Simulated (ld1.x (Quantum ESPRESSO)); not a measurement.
**Which change was made? (S, ultrasoft)**

* Element: sulfur (S)
* Generator: ld1.x (Quantum ESPRESSO) 7.5
* Type: ultrasoft
* Functional: LDA (PZ)
* Relativity: scalar-relativistic
* Frozen core: [Ne]
* Valence charge: 6
* Reference configuration: 3s2 3p4
* Partial waves: 3s (bound): rcut 1.00, rcutus 1.20 bohr; 3s channel at 0.1 Ry: rcut 1.00, rcutus 1.20 bohr; 3p (bound): rcut 1.25, rcutus 1.40 bohr; 3p channel at 0.15 Ry: rcut 1.25, rcutus 1.40 bohr
* Local potential: all-electron potential smoothed inside 1.25 bohr (lloc = -1)
* Core correction: a·sin(br)/r model core inside 1.05 bohr
* Augmentation charge: PSQ, radius 1.10 bohr

Cutoffs, loose and tight: the cutoffs (Ry, on a coarse ladder) from which the occupation-weighted sum of valence levels, in a spherical-Bessel basis at the reference potential, stays within 10 and 1 mRy of its value at 400 Ry. They do not see the model core or the augmentation charge, which bear on the density cutoff. Test errors are all-electron minus pseudo excitation energies from the reference, over the configurations 3s2 3p3; 3s2 3p2; 3s2 3p1; 3s0 3p6; 3s1 3p5; 3s2 3p4.3; 3s1 3p4 (two spin-polarised tests are not counted in the largest error); variants that change the core or the reference have their own tests. The largest error is taken over the tests solved by every variant that gives reliable tests at all, those not shown here included: 3s0 3p6; 3s1 3p4; 3s1 3p5; 3s2 3p1; 3s2 3p2; 3s2 3p3; 3s2 3p4.3.

The base gives: outcome: generated; cutoff, loose: 15 Ry; cutoff, tight: 50 Ry; bound ghosts: s; largest test error (meV): +16.

**Question.** After one change the result is: outcome: generated; cutoff, loose: 30 Ry; cutoff, tight: 50 Ry; bound ghosts: s; largest test error (meV): +16. Which change was it?
A. core correction none
B. all radii but the core radius scaled by about 1.05 (s 1.26, p 1.46 bohr, rcut 1.04/1.30); local potential all-electron potential smoothed inside 1.30 bohr (lloc = -1); augmentation PSQ, radius 1.14 bohr
C. local potential all-electron potential smoothed inside 1.18 bohr (lloc = -1)
D. functional PBE

**Answer.** C. The others give: core correction none → outcome: generated; cutoff, loose: 15 Ry; cutoff, tight: 50 Ry; bound ghosts: s; largest test error (meV): +63 | functional PBE → outcome: generated; cutoff, loose: 18 Ry; cutoff, tight: 50 Ry; bound ghosts: s; largest test error (meV): -3.5 | all radii but the core radius scaled by about 1.05 (s 1.26, p 1.46 bohr, rcut 1.04/1.30); local potential all-electron potential smoothed inside 1.30 bohr (lloc = -1); augmentation PSQ, radius 1.14 bohr → outcome: generated; cutoff, loose: 25 Ry; cutoff, tight: 45 Ry; bound ghosts: none; largest test error (meV): +23.
